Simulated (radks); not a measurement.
The phosphorus anion P3-, [Ar], held by a Watson sphere: a shell of charge +3 at radius R that stands for the Madelung well of a crystal (potential energy -3/R inside, -3/r outside, in hartree with lengths in bohr). Method: non-relativistic Kohn-Sham, LB94 model potential, spin-polarised, spherical densities, point nucleus; computed with a radial shooting solver on a logarithmic mesh with Libxc functionals. Response by self-consistent Sternheimer equations with the Hartree and adiabatic LDA kernel. The sphere does not respond.

| R (bohr) | e(2p) (eV) | e(3s) (eV) | e(3p) (eV) | <r> 3p (bohr) | sum of <r^2> (bohr^2) | X-ray form factor at sin(theta)/lambda = 0.2 1/angstrom | alpha (bohr^3) |
|---|---|---|---|---|---|---|---|
| 1.91 | -135.43 | -21.037 | -12.559 | 2.221 | 45.37 | 10.943 | 27.44 |
| 1.94 | -135.35 | -20.901 | -12.475 | 2.233 | 45.83 | 10.916 | 28.01 |
| 3.35 | -133.74 | -15.866 | -8.638 | 2.782 | 68.27 | 10.282 | 76.27 |
| 3.63 | -133.41 | -15.184 | -8.003 | 2.878 | 72.77 | 10.264 | 92.62 |
| 3.88 | -133.10 | -14.645 | -7.481 | 2.961 | 76.81 | 10.261 | 109.8 |
| 4.28 | -132.61 | -13.900 | -6.729 | 3.088 | 83.36 | 10.272 | 143.3 |
